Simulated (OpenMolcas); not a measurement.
**Levels of Ag2+ by method**

- Program: OpenMolcas 26.06
- Basis: ANO-R2 [7s5p4d2f1g]
- Scalar Hamiltonian: X2C, finite nucleus
- Active space: 9 electrons in 6 orbitals (4d 5s)
- State averaging: 2S+1 = 2 even, 29 roots; 2S+1 = 4 even, 10 roots kept (CI in the orbitals of an earlier block)
- Spin-orbit coupling: RASSI with atomic mean-field integrals over the reference wave functions, term energies averaged over their components

Methods on the same reference wave functions:
A. CASSCF
B. SS-CASPT2, IPEA 0.25 Eh, imaginary shift 0.1 Eh (closed shells correlated: 4s 4p)
C. MS-CASPT2, IPEA 0.25 Eh, imaginary shift 0.1 Eh (closed shells correlated: 4s 4p)

Energies in cm-1 above 4d9 2D 5/2, the measured ground level; measured values from Moore, Atomic Energy Levels, vol. III, NSRDS-NBS 35 (1971 reprint of NBS Circular 467, 1958).

```
               Level      A      B      C  Measured
          4d9 2D 5/2    0.0    0.0    0.0       0.0
          4d9 2D 3/2   4634   4630   4640      4607
       4d8 5s 4F 9/2  53915  61510  61520     63250
       4d8 5s 4F 7/2  56376  63870  63880     65764
       4d8 5s 4F 5/2  58597  66120  66130     68145
       4d8 5s 4F 3/2  59899  67270  67280     69351
       4d8 5s 2F 7/2  63404  69690  69700     71691
4d8 5s 2F 5/2 [51 %]  66562  72020  72030          
4d8 5s 4P 5/2 [57 %]  70046  74590  74600     76406
       4d8 5s 4P 1/2  73777  77640  77650          
4d8 5s 2D 5/2 [66 %]  75594  79850  79870     82231
       4d8 5s 2G 9/2  80248  84110  84120     85599
       4d8 5s 2G 7/2  80294  84160  84170     85727
       4d8 5s 2P 3/2  80358  83150  83160          
       4d8 5s 2P 1/2  81356  83930  83930
```

Deviations, from unrounded energies. A percentage is the sum of absolute deviations over the sum of measured energies, with the sign that they share, or ± where signs differ.

| Against measurement | Levels | A | B | C |
| --- | --- | --- | --- | --- |
| mean absolute deviation (cm-1) | 10 | 7000 | 1700 | 1700 |
| fine structure of the ground term (%) | 1 | +0.6 | +0.6 | +0.7 |
| other configurations (%) | 9 | -10.4 | -2.5 | -2.5 |

B, C lie about equally close to measurement and A furthest from it. The largest miss of C in the table is 4d8 5s 2D 5/2 [66 %], by -2400 cm-1. The ranking rests on the paired levels alone, and a cruder setting can come out closer through cancelling errors.

Between B and C the level of the table that moves most is 4d8 5s 2D 5/2 [66 %], by 17 cm-1 (lowest in B, highest in C). Moves below CASPT2's spread within the term are not significant.

The two smallest mean deviations differ by little beside CASPT2's spread within terms, so their order carries little weight.

The lowest spin-free term lies below A's lowest term by 0.594 hartree in B, 0.594 hartree in C.

CASPT2 breaks the degeneracy within a term, and the mean is taken; among the terms shown or strongly mixed into the levels shown the widest spread is 1200 cm-1 (4d8 5s 2G, C). Terms from blocks run as CI alone lack orbitals of their own. A single d shell beside an s shell can misplace configurations of different d count against each other. Without dynamic correlation excited terms often stand tens of per cent too high (terms of higher spin than the ground term too low), and those without a measured partner can miss by more than the paired ones (holds for A). Some levels mix across a computed gap that differs much from the measured one, so their mixing is not that of the real levels (holds for A). Measured partners are found by configuration, term and J. A level has none where our copy of the source lacks it or the pairing is in doubt (some pairs that miss far off the trend of their configuration count as doubtful), and it then counts in no deviation. Levels of configurations outside the active space are missing. The table leaves out levels that lie high or whose names do not pair safely across all columns.

A share in square brackets marks a mixed level and gives the weight of the term that names it, the lowest over the columns.
